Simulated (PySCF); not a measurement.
Predicted microwave data (PBE0-D3(BJ)/def2-SVP geometry optimisation, gas phase in PySCF 2.14.0) for one isomer of C3H10Si2:

```
Rotational constants : A = 9924, B = 996.7, C = 959.3 MHz
Dipole components    : |μa| = 0.63 D, |μb| = 0.58 D, |μc| = 0.07 D
Inertial defect      : -31.11 u·Å²
κ                    : -0.99
```

Question: Which structure is it? (One computed conformer of each.)
A. `[CH3:1][CH:2]1[SiH2:3][CH2:4][SiH2:5]1` with C1–C2–Si3–C4 -145°, C2–Si3–C4–Si5 18°, Si3–C4–Si5–C2 -18°, C1–C2–Si5–C4 145°
B. `[CH2:1]1[CH2:2][SiH2:3][SiH2:4][CH2:5]1` with C5–C1–C2–Si3 52°, C1–C2–Si3–Si4 -26°, C2–Si3–Si4–C5 0°, Si3–Si4–C5–C1 26°
C. `[CH3:1][SiH2:2]/[CH:3]=[CH:4]/[SiH3:5]` with C1–Si2–C3–C4 -114°

Answer: C. It is C[SiH2]/C=C/[SiH3], a near-prolate asymmetric top, point group C1. The candidates at the same level (rigid rotor, commonest isotopes):

```csv
SMILES,A (MHz),B (MHz),C (MHz),μa (D),μb (D),μc (D),Δ (u·Å²),point group,rotor
C[SiH2]/C=C/[SiH3],9924,996.7,959.3,0.63,0.58,0.07,-31.11,C1,near-prolate asymmetric top
CC1[SiH2]C[SiH2]1,3883,2964,1854,0.03,0.00,0.51,-28.01,Cs,asymmetric top
C1C[SiH2][SiH2]C1,3584,3229,1878,0.00,1.09,0.21,-28.33,Cs,asymmetric top
```

`C1C[SiH2][SiH2]C1` has B 224 % too high; `CC1[SiH2]C[SiH2]1` has B 197 % too high. No structure here is proved a minimum.
